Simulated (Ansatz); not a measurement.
Calculated with Ansatz (gas phase, PBE0-D4/def2-TZVP geometries, no zero-point term in ΔE). CCSD(T)/CBS adds triple-zeta CCSD(T) − MP2 to the extrapolated MP2 energy (def2 sets, frozen cores). This one scheme is used for every species. DFT in def2-TZVPP. For Ge outer-core shells are correlated without core-valence functions, which leaves a few kJ/mol of doubt a bond. Scalar relativity is left out up to krypton. One conformer a species, not always the lowest.

Consider the ligand exchange at the Si–C bond: `CO[SiH2]CF` + `[NH2][GeH3]` → `CO[SiH2][NH][GeH3]` + `CF`.

Problem. Is it downhill or uphill in electronic energy at CCSD(T)/CBS, and by how much? (Estimate.)

Solution. Computed: Downhill: ΔE = -95.6 kJ/mol.

Problem. What do these levels give: PBE-D4, r2SCAN-D4, PBE0-D4, ωB97X-V, ωB97M-V, PBE, r2SCAN, MP2/def2-TZVPP, SCS-MP2/def2-TZVPP, CCSD/def2-TZVPP, HF/def2-QZVPP, MP2/CBS(def2)? (Best estimate.)

Solution. Computed: PBE-D4 -82.8, r2SCAN-D4 -90.4, PBE0-D4 -89.1, ωB97X-V -90.1, ωB97M-V -90.8, PBE -80.0, r2SCAN -89.4, MP2/def2-TZVPP -100.5, SCS-MP2/def2-TZVPP -99.5, CCSD/def2-TZVPP -96.6, HF/def2-QZVPP -103.0, MP2/CBS(def2) -100.0 kJ/mol.

Largest T1 diagnostic among the species: 0.011.

From PBE to PBE0 (25 % exact exchange), in def2-TZVPP and without D4, ΔE moves by −6.5 kJ/mol. The D4 term adds −4.5 kJ/mol with B3LYP and −2.6 kJ/mol with PBE0; it sums over pairs of atoms, weighted by their polarisabilities, and B3LYP, whose exchange is more repulsive, gets the larger term.

B3LYP here is the variant with VWN-RPA as its local correlation; programs differ in this.
